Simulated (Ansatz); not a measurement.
`O=C([SiH3])[SiH](O)Cl` → `O=C[SiH](Cl)O[SiH3]`  (isomerisation)

Program: Ansatz. Geometries: PBE0-D4/def2-TZVP. ΔE: electronic, gas phase. CBS: MP2 limit from def2 TZ/QZ plus the TZ coupled-cluster correction, frozen cores. DFT in def2-TZVPP. One conformer a species, not always the lowest.

Is it downhill or uphill in electronic energy at CCSD(T)/CBS, and by how much? (Estimate.)

The calculation gave: Downhill: ΔE = -119.8 kJ/mol.

What do these levels give: BLYP-D4, PBE0, r2SCANh, CCSD/def2-TZVPP, HF/CBS(def2), CCSD/CBS(def2)? (An estimate is asked.)

The calculation gave: BLYP-D4 -109.0, PBE0 -107.8, r2SCANh -115.4, CCSD/def2-TZVPP -125.7, HF/CBS(def2) -149.4, CCSD/CBS(def2) -124.9 kJ/mol.

Largest T1 diagnostic among the species: 0.014.

Leaving LDA and LC-ωPBE aside and taking each functional with its dispersion term where it has one, the values, not all of them listed here, spread over 34.8 kJ/mol, from BHLYP-D4 to PBE-D4. At CCSD(T), def2-SVP lies +3.4 kJ/mol from the extrapolated value and def2-TZVPP −0.8 kJ/mol. From r2SCAN to r2SCAN0 (25 % exact exchange), in def2-TZVPP and without D4, ΔE moves by −6.3 kJ/mol.
